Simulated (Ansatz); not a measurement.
`[SiH3]CS[SiH3]` + `[OH][Mg][F]` → `[F][Mg][O][SiH3]` + `[SiH3]CS`  (ligand exchange at the Si–S bond)

Computed with Ansatz on PBE0-D4/def2-TZVP structures; ΔE is electronic, products minus reactants. CBS: MP2 limit from def2 TZ/QZ plus the TZ coupled-cluster correction, frozen cores. DFT in def2-TZVPP. For Mg outer-core shells are correlated without core-valence functions, which leaves a few kJ/mol of doubt a bond. Each species was taken in one conformer, which may not be the lowest.

(1) Is it downhill or uphill in electronic energy at CCSD(T)/CBS, and by how much? (An estimate is asked.)

(2) What do these levels give: PBE-D4, r2SCAN0-D4, BHLYP, CCSD/def2-SVP, CCSD(T)/def2-SVP, SCS-MP2/def2-TZVPP? (An estimate is asked.)

Largest T1 diagnostic among the species: 0.012.

## Answers

(1) Computed: Downhill: ΔE = -16.3 kcal/mol.

(2) Ansatz gave: PBE-D4 -12.2, r2SCAN0-D4 -15.7, BHLYP -19.1, CCSD/def2-SVP -17.6, CCSD(T)/def2-SVP -17.1, SCS-MP2/def2-TZVPP -17.9 kcal/mol.

From PBE to PBE0 (25 % exact exchange), in def2-TZVPP and without D4, ΔE moves by −1.2 kcal/mol. In def2-TZVPP, CCSD(T) changes the Hartree–Fock value by +4.8 kcal/mol (the triples alone add +0.9 kcal/mol) and MP2 by +5.7 kcal/mol. Leaving LDA and LC-ωPBE aside and taking each functional with its dispersion term where it has one, the values, not all of them listed here, spread over 5.8 kcal/mol, from B2PLYP to revPBE-D4.
